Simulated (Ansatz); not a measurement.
Reaction (formal exchange of groups at a C–Se bond): `B[Se]CC` + `CC(=O)C(C)C(C)=O` → `CCCC(C(C)=O)C(C)=O` + `B[SeH]`

Calculated with Ansatz (gas phase, PBE0-D4/def2-TZVP geometries, no zero-point term in ΔE). CBS: MP2 limit from def2 TZ/QZ plus the TZ coupled-cluster correction, frozen cores. DFT in def2-TZVPP. B3LYP here is the variant with VWN-RPA as its local correlation; programs differ in this. For Se outer-core shells are correlated without core-valence functions, which leaves a few kJ/mol of doubt a bond. Scalar relativity is left out up to krypton. One conformer a species, not always the lowest.

```
             level  ΔE (kcal/mol)  difference from CCSD(T)/CBS
            PBE-D4            2.3                          1.1
         r2SCAN-D4            1.7                          0.5
           PBE0-D4            1.3                          0.1
          B3LYP-D4            1.7                          0.5
           ωB97X-V            0.4                         -0.8
           ωB97M-V            0.5                         -0.7
            B2PLYP            2.2                          1.0
               PBE            3.1                          1.9
            r2SCAN            2.2                          1.0
              PBE0            2.1                          0.9
             B3LYP            2.7                          1.5
     HF/def2-TZVPP            0.9                         -0.3
    MP2/def2-TZVPP            1.6                          0.4
SCS-MP2/def2-TZVPP            1.5                          0.3
   CCSD/def2-TZVPP            0.5                         -0.7
CCSD(T)/def2-TZVPP            0.8                         -0.4
     HF/def2-QZVPP            0.9                         -0.3
    MP2/def2-QZVPP            1.8                          0.6
SCS-MP2/def2-QZVPP            1.7                          0.5
      HF/CBS(def2)            0.9                         -0.3
     MP2/CBS(def2)            1.9                          0.7
    CCSD/CBS(def2)            0.9                         -0.3
       CCSD(T)/CBS            1.2                            0
```

Largest T1 diagnostic among the species: 0.014.

The D4 term adds −1.0 kcal/mol with B3LYP and −0.8 kcal/mol with PBE0; it sums over pairs of atoms, weighted by their polarisabilities, and B3LYP, whose exchange is more repulsive, gets the larger term. From PBE to PBE0 (25 % exact exchange), in def2-TZVPP and without D4, ΔE moves by −1.0 kcal/mol.
